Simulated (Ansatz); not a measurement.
`C[OH+][Al-]([OH])([OH])[OH]` → Al• + C• + 7 H• + 4 O•  (atomization)

Calculated with Ansatz (gas phase, PBE0-D4/def2-TZVP geometries, no zero-point term in ΔE). CCSD(T)/CBS is the MP2 limit (def2-TZVPP, def2-QZVPP) plus CCSD(T) − MP2 in def2-TZVPP, frozen cores. This one scheme is used for every species, atoms too. For atomizations the MP2-based limit and the directly extrapolated one differ by several kJ/mol either way, and by 10 to 25 for some Ge, Se and Sn compounds, so smaller differences from it don't rank the levels. DFT in def2-TZVPP. B3LYP here is the variant with VWN-RPA as its local correlation; programs differ in this. HSE06 is defined as in plane-wave codes. Open shells (•) are unrestricted, without spin–orbit coupling. Spin–orbit coupling would lower the free atoms: a little for Al, C, O. Each species was taken in one conformer, which may not be the lowest.

```tsv
level	ΔE (kcal/mol)	difference from CCSD(T)/CBS
LDA (SPW92)	1379.8	168.0
PBE-D4	1215.6	3.8
revPBE-D4	1180.6	-31.2
r2SCAN-D4	1203.6	-8.2
B97M-V	1197.4	-14.4
PBE0-D4	1186.6	-25.2
B3LYP-D4	1196.2	-15.6
r2SCANh-D4	1192.7	-19.1
r2SCAN0-D4	1177.0	-34.8
HSE06-D4	1187.4	-24.4
BHLYP-D4	1152.6	-59.2
CAM-B3LYP-D4	1207.3	-4.5
ωB97X-V	1200.5	-11.3
PBE-QIDH	1184.1	-27.7
PBE	1210.0	-1.8
revPBE	1163.7	-48.1
BLYP	1187.5	-24.3
r2SCAN	1202.1	-9.7
B3LYP	1187.3	-24.5
r2SCANh	1191.2	-20.6
r2SCAN0	1175.3	-36.5
HSE06	1183.0	-28.8
BHLYP	1146.0	-65.8
CAM-B3LYP	1202.5	-9.3
LC-ωPBE	1194.0	-17.8
HF/def2-SVP	850.7	-361.1
MP2/def2-SVP	1152.7	-59.1
CCSD/def2-SVP	1118.3	-93.5
CCSD(T)/def2-SVP	1127.8	-84.0
HF/def2-TZVPP	850.8	-361.0
MP2/def2-TZVPP	1206.3	-5.5
SCS-MP2/def2-TZVPP	1195.2	-16.6
CCSD/def2-TZVPP	1158.1	-53.7
CCSD(T)/def2-TZVPP	1175.7	-36.1
HF/def2-QZVPP	853.4	-358.4
MP2/def2-QZVPP	1227.9	16.1
SCS-MP2/def2-QZVPP	1219.1	7.3
HF/CBS(def2)	853.8	-358.0
MP2/CBS(def2)	1242.4	30.6
CCSD/CBS(def2)	1194.1	-17.7
CCSD(T)/CBS	1211.8	0
```

(1) What do rigid-rotor, harmonic-oscillator terms from PBE0-D4/def2-TZVP frequencies (298.15 K, 1 bar) make of the CCSD(T)/CBS value? (Best estimate.)

Largest T1 diagnostic among the species: 0.018.

Answers

(1) The calculation gave: ΔZPE = -60.0 kcal/mol, ΔH = +1164.0 kcal/mol, ΔS = 1367 J/(mol·K), ΔG = +1066.6 kcal/mol. Open shells count their whole term as degenerate. Modes under 50 cm⁻¹ make the entropy rough.

Leaving LDA and LC-ωPBE aside and taking each functional with its dispersion term where it has one, the values spread over 62.9 kcal/mol, from BHLYP-D4 to PBE-D4. LDA lies +169.8 kcal/mol from PBE without D4, its usual overbinding. From BLYP to BHLYP (50 % exact exchange), in def2-TZVPP and without D4, ΔE moves by −41.5 kcal/mol: exact exchange takes away binding that semilocal exchange gives to molecules. The D4 term adds +8.9 kcal/mol with B3LYP and +4.7 kcal/mol with PBE0; it sums over pairs of atoms, weighted by their polarisabilities, and B3LYP, whose exchange is more repulsive, gets the larger term.
